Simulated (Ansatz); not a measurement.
Reaction (SMILES): C[SiH](C)N[SiH3] → [CH2][SiH](C)N[SiH3] + H atom (the C-H bond at the site shown breaks; other sites are not compared here)
Each molecule is optimised on its own at B3LYP-D3(BJ)/def2-TZVP (Ansatz, a first-principles code), one conformer each, not searched for the lowest.

Wanted: bond dissociation energy (electronic energy difference), in kcal/mol. Cores are frozen in the correlated levels unless marked. Open shells are spin-unrestricted. Spin-orbit coupling is left out. Non-relativistic. CBS marks a two-point X^-3 extrapolation of the correlation energy; Hartree-Fock from the larger set.

```tsv
level	program	bond dissociation energy (kcal/mol)
HF/STO-3G	Ansatz	110.8
HF/cc-pV(Q+d)Z	Ansatz	80.8
r2SCAN/def2-TZVPD	Ansatz	103.2
B97M-V/def2-TZVPD	Ansatz	106.4
r2SCAN0-D4/def2-TZVPD	Ansatz + dftd4	103.3
MP2/cc-pV(Q+d)Z	Ansatz	107.9
RI-MP2/cc-pV(T+d)Z	Ansatz	107.0
SCS-MP2/6-31G	Ansatz	97.6
SCS-MP2/cc-pV(Q+d)Z	Ansatz	109.1
CCSD(T)/STO-3G	Ansatz	124.3
CCSD(T)/6-31G	Ansatz	97.3
CCSD(T)/cc-pV(T+d)Z	Ansatz	107.0
CCSD(T)/cc-pVTZ	Ansatz	107.1
CCSD(T)/cc-pV(Q+d)Z	Ansatz	107.7
CCSD(T)/CBS(cc-pV(T+d)Z,cc-pV(Q+d)Z)	Ansatz	108.2
```
